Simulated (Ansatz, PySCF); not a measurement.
Process, species as SMILES: CNC [N-methylmethanamine] → C[N]C + H atom (the H-N bond at the site shown breaks; other sites are not compared here)
Structures are relaxed separately at B3LYP-D3(BJ)/def2-TZVP in Ansatz (a first-principles code).

Quantity: bond dissociation energy (0 K, with B3LYP-D3(BJ) harmonic zero-point energies from PySCF), in kcal/mol. Cores are frozen in the correlated levels unless marked. Open shells are spin-unrestricted. Spin-orbit coupling is left out. Non-relativistic. CBS marks a two-point X^-3 extrapolation of the correlation energy; Hartree-Fock from the larger set. The bracket is a focal-point correction in the basis named.

```json
[
 {"level": "HF/6-31G", "program": "Ansatz", "bond dissociation energy (kcal/mol)": "62.8"},
 {"level": "BLYP-D4/def2-TZVPD", "program": "Ansatz + dftd4", "bond dissociation energy (kcal/mol)": "86.5"},
 {"level": "PBE0-D3(BJ)/def2-TZVPD", "program": "Ansatz + dftd3", "bond dissociation energy (kcal/mol)": "87.3"},
 {"level": "BHLYP-D3(BJ)/def2-TZVPD", "program": "Ansatz + dftd3", "bond dissociation energy (kcal/mol)": "86.9"},
 {"level": "TPSSh-D3(BJ)/def2-TZVPD", "program": "PySCF + dftd3", "bond dissociation energy (kcal/mol)": "87.7"},
 {"level": "CAM-B3LYP/def2-TZVPD", "program": "Ansatz", "bond dissociation energy (kcal/mol)": "89.0"},
 {"level": "B2GP-PLYP-D4/def2-TZVPD", "program": "Ansatz + dftd4", "bond dissociation energy (kcal/mol)": "89.3"}
]
```

**Question.** Estimate the value at RI-MP2/CBS(cc-pVTZ,cc-pVQZ)+[CCSD(T)-MP2]/cc-pVTZ as computed with Ansatz.

**Answer.** 93.1 kcal/mol, so B2GP-PLYP-D4/def2-TZVPD differs from it by -3.8 kcal/mol.
